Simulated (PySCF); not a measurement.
## Electron correlation in Cr⁺ (chromium, charge +1)

[Ar] 3d4 4p1, one real determinant (an excited configuration). Calculation: PySCF 2.14, in aug-cc-pVDZ (7s6p4d2f, 59 functions); the non-relativistic Hamiltonian (point nucleus). Frozen: [Ar]; 5 electrons correlated.

| level | correlation energy (mhartree) |
| --- | --- |
| CCSD | -45.09 |
| (T) | -0.61 |
| CCSD(T) | -45.70 |

Diagnostics: T1 = 0.0083, D1 = 0.0160, largest double amplitude 0.047.

Question: Is a single reference adequate?

Answer: Yes: T1 lies below 0.03 and no double amplitude reaches 0.07.

The reference is one real determinant that mixes LS terms of this configuration.
